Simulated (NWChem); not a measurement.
System: Si$_{2}$NH$_{7}$ cation, doublet; SMILES of the neutral closed-shell parent [SiH3]N[SiH3]

NWChem input:

```
start job
memory heap 200 mb stack 900 mb global 1100 mb
charge 1
geometry units angstroms noautosym nocenter noautoz
  Si     1.676970     0.000459     0.133816
  N      0.000000     0.000000    -0.614064
  Si    -1.676970    -0.000459     0.133816
  H      2.282923     1.238454    -0.430561
  H      1.463261     0.000989     1.596569
  H      2.282996    -1.237976    -0.429558
  H      0.000000     0.000000    -1.645510
  H     -2.282923    -1.238454    -0.430561
  H     -2.282996     1.237976    -0.429558
  H     -1.463261    -0.000989     1.596569
end
basis spherical
  * library pcj-1
end
dft
  odft
  mult 2
  xc xctpssh
  iterations 150
end
property
  hyperfine
end
task dft property
```

NWChem printed, in part:

```
             Northwest Computational Chemistry Package (NWChem) 7.3.0
             --------------------------------------------------------

                             Geometry "geometry" -> ""
                             -------------------------

 Output coordinates in angstroms (scale by  1.889725989 to convert to a.u.)

  No.       Tag          Charge          X              Y              Z
 ---- ---------------- ---------- -------------- -------------- --------------
    1 Si                  14.0000     1.67697000     0.00045900     0.13381600
    2 N                    7.0000     0.00000000     0.00000000    -0.61406400
    3 Si                  14.0000    -1.67697000    -0.00045900     0.13381600
    4 H                    1.0000     2.28292300     1.23845400    -0.43056100
    5 H                    1.0000     1.46326100     0.00098900     1.59656900
    6 H                    1.0000     2.28299600    -1.23797600    -0.42955800
    7 H                    1.0000     0.00000000     0.00000000    -1.64551000
    8 H                    1.0000    -2.28292300    -1.23845400    -0.43056100
    9 H                    1.0000    -2.28299600     1.23797600    -0.42955800
   10 H                    1.0000    -1.46326100    -0.00098900     1.59656900

 Effective nuclear repulsion energy (a.u.)     150.2205058521

                              NWChem Property Module
                              ----------------------

  itol2e modified to match energy
  convergence criterion.

                                 NWChem DFT Module
                                 -----------------

 Summary of "ao basis" -> "ao basis" (spherical)
 ------------------------------------------------------------------------------
       Tag                 Description            Shells   Functions and Types
 ---------------- ------------------------------  ------  ---------------------
 Si                          pcj-1                  13       31   6s5p2d
 N                           pcj-1                  11       27   5s4p2d
 H                           pcj-1                   6       10   4s2p

  itol2e modified to match energy
  convergence criterion.

[...]

          ----------------------
          Hyperfine Interactions
          ----------------------

 Total Spin Density (Fermi Contact Term)
 ------------------ --------------------
     Atom            x         y         z       Density (a.u.)      Aiso(MHz)     Aiso(Gauss)
     1  29-Si     3.16901   0.00087   0.25288      -0.056608         50.309348      17.951596
     2  14-N      0.00000   0.00000  -1.16041       0.099982         32.304781      11.527130
     3  29-Si    -3.16901  -0.00087   0.25288      -0.056608         50.309347      17.951596
     4   1-H      4.31410   2.34034  -0.81364       0.028671        128.154566      45.728659
     5   1-H      2.76516   0.00187   3.01708      -0.001300         -5.811413      -2.073653
     6   1-H      4.31424  -2.33944  -0.81175       0.028711        128.334482      45.792857
     7   1-H      0.00000   0.00000  -3.10956      -0.011953        -53.428311     -19.064518
     8   1-H     -4.31410  -2.34034  -0.81364       0.028671        128.154560      45.728657
     9   1-H     -4.31424   2.33944  -0.81175       0.028711        128.334483      45.792857
    10   1-H     -2.76516  -0.00187   3.01708      -0.001300         -5.811416      -2.073654

           -------------------------------------------
           Anisotropic Interaction (Spin-Dipolar Term)
           -------------------------------------------

 ------------------------------------------------------------
     Atom            x         y         z
 ------------------------------------------------------------
     1  29-Si     3.16901   0.00087   0.25288

   Spin-Dipolar term (a.u.)
        xx             yy             zz             xy             xz             yz
 ------------------------------------------------------------------------------------------
      -0.021403       0.020558       0.000845      -0.000009      -0.001999       0.000002

   Principal Comp. of -hf- tensor (au)            Anisotropic -hfcc- (MHz)               Anisotropic -hfcc- (Gauss)
 --------------------------------------------------------------------------------------------------------------------------
     -0.021581     0.020558     0.001023       2.289421    -2.180906    -0.108515       0.816921    -0.778200    -0.038721

   Orientation of the principal axis of Hyperfine Tensor w.r.t absolute (molecular) frame
 --------------------------------------------------------------------------------------------------------------------------
      0.996050    -0.000217    -0.088788
      0.000204     1.000000    -0.000153
      0.088788     0.000134     0.996051

 ------------------------------------------------------------
     Atom            x         y         z
 ------------------------------------------------------------
     2  14-N      0.00000   0.00000  -1.16041

   Spin-Dipolar term (a.u.)
        xx             yy             zz             xy             xz             yz
 ------------------------------------------------------------------------------------------
      -1.007619       2.021938      -1.014319      -0.000989      -0.000000      -0.000000

   Principal Comp. of -hf- tensor (au)            Anisotropic -hfcc- (MHz)               Anisotropic -hfcc- (Gauss)
 --------------------------------------------------------------------------------------------------------------------------
     -1.007619     2.021939    -1.014319     -38.861619    77.981635   -39.120016     -13.866769    27.825739   -13.958971

[...]
```

Level: TPSSh/pcJ-1, spin-unrestricted, contact and dipolar terms. In the optimisation the excess spin sits in b (C2, its own frame). Coordinates come from a PBE0/def2-SVP, spin-unrestricted optimisation. This spin state was assumed; another may lie lower. No stability test was run on the SCF state.
